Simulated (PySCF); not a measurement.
**From computed data to an observable: oscillator strength and radiative lifetime**

Al(Cl)(Me)(NH2) (CH5AlClN), SMILES [CH3][Al]([NH2])[Cl].

Geometry optimised at B3LYP-D3(BJ)/def2-SVP. One conformer was computed; it need not be the lowest.

TDA-LC-ωPBE/def2-SVPD in PySCF puts the first singlet state with f over 0.02 at 6.76 eV (vertical), with the transition dipole (0.000, 0.000, 0.618) in atomic units.

Problem. Find the oscillator strength, the wavelength and the radiative lifetime that this transition would have in vacuum if emission retraced absorption.

Solution. 
|μ|² = 0.3819 au, so |μ| = 1.57 D. ΔE = 6.76/27.211 = 0.2484 hartree. f = (2/3) ΔE |μ|² = 0.063 (the program prints 0.063).
λ = 1239.84/6.76 = 183 nm; ν = 54523 cm⁻¹.
Einstein's coefficient A = 0.6670 ν² f s⁻¹ (ν in cm⁻¹) = 1.3e8 s⁻¹, so τ = 1/A = 8.0 ns. This state is S1. The figure is the radiative limit of this one transition; relaxation, internal conversion, crossing to triplets and a medium change what is measured.
